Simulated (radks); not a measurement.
Results of a calculation; reference values are marked as such.
Orbital eigenvalues (eV) of the chlorine ion Cl+, [Ne] 3s2 3p4, at several levels of relativity; Dirac values are averaged over j with weights 2j + 1. Spin-unpolarised spherical Kohn-Sham, BLYP, point nucleus unless stated (finite: rms radius 3.3654 fm), a radial shooting solver on a logarithmic mesh with Libxc functionals. A level marked "c x" has the speed of light scaled by that factor and shares open shells by 2j + 1; other Dirac levels either fill j = l - 1/2 first or share by 2j + 1.

shell,non-rel.,scalar-rel.,"Dirac, 2j+1 shares","Dirac, low j first","change of magnitude, last against first (%)"
1s,-2755.1,-2766.0,-2765.7,-2765.6,+0.38
2s,-263.68,-265.40,-265.37,-265.34,+0.63
2p,-204.51,-204.58,-204.54,-204.51,0.00
3s,-31.743,-31.922,-31.920,-31.905,+0.51
3p,-19.288,-19.276,-19.274,-19.261,-0.14
